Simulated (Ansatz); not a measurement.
```xyz
18

C     0.1764   -1.0603   -2.1030
O     0.3053    0.1651   -1.4520
Ga    0.5819    0.2601    0.3643
C     0.8933   -1.4583    1.2825
C     1.1369    2.0644    0.9169
P    -2.0510    0.5335    0.2970
H     1.0825   -1.6797   -2.0300
H    -0.0192   -0.8897   -3.1686
H    -0.6569   -1.6711   -1.7149
H     0.6429   -1.3900    2.3433
H     0.3046   -2.2638    0.8390
H     1.9480   -1.7370    1.2093
H     0.7609    2.8102    0.2141
H     2.2274    2.1368    0.9320
H     0.7753    2.3102    1.9179
H    -3.1444    0.6165    1.1940
H    -2.6094   -0.4244   -0.5740
H    -2.3545    1.6776   -0.4678
```

Total charge 0; spin multiplicity 1.

Problem. List the CAM-B3LYP/def2-TZVPP orbital energies in eV (Ansatz 0.2.0). (Best estimate.)

Solution. Computed: Occupied: -10138.54, -2099.69, -1250.15, -1107.45, -1107.35, -1107.33, -521.07, -279.34, -277.90, -277.82, -181.00, -150.54, -130.97, -130.97, -130.87, -104.03, -103.79, -103.73, -28.33, -23.88, -23.76, -23.73, -23.67, -23.61, -20.71, -20.32, -20.15, -19.49, -14.39, -13.59, -13.28, -12.93, -12.86, -12.46, -12.36, -12.12, -12.10, -11.51, -9.89, -9.04, -8.52, -8.29. Lowest empty: 1.17, 1.20, 1.45, 1.67, 2.45, 2.62, 3.47, 3.51.
